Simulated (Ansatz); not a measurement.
(H2Al-mu-I)2 (Al₂H₄I₂). The state is a singlet with charge 0. Geometry PBE-D4/def2-SVP, basis def2-TZVP, Ansatz.

```tsv
atom	x (Å)	y (Å)	z (Å)
Al1	-0.257	0.885	1.567
H2	-1.675	1.587	1.722
H3	0.940	0.872	2.615
I4	-0.706	-1.679	0.832
Al5	0.253	-0.884	-1.569
H6	1.654	-1.606	-1.780
H7	-0.977	-0.836	-2.576
I8	0.768	1.662	-0.812
```

```csv
run,HOMO (eV),LUMO (eV)
A,-6.69,-2.03
B,-8.89,-0.42
C,-10.13,0.66
D,-7.01,-1.74
E,-7.86,-1.28
F,-6.66,-1.93
```

In the def2 sets I takes a core potential; there is no spin–orbit coupling.

Problem. The runs used BHLYP, PBE, PBE0, r2SCAN, revPBE, ωB97X-V. Estimate which is which.

Solution. A PBE (0 % exact exchange); B BHLYP (50 % exact exchange); C ωB97X-V (range-separated); D r2SCAN (0 % exact exchange); E PBE0 (25 % exact exchange); F revPBE (0 % exact exchange). Exact exchange lowers occupied and raises empty levels; among semilocal functionals meta-GGAs tend to open the gap a little, and such runs are hard to tell apart. The gap grows from 4.66 eV (PBE) to 10.80 eV (ωB97X-V).
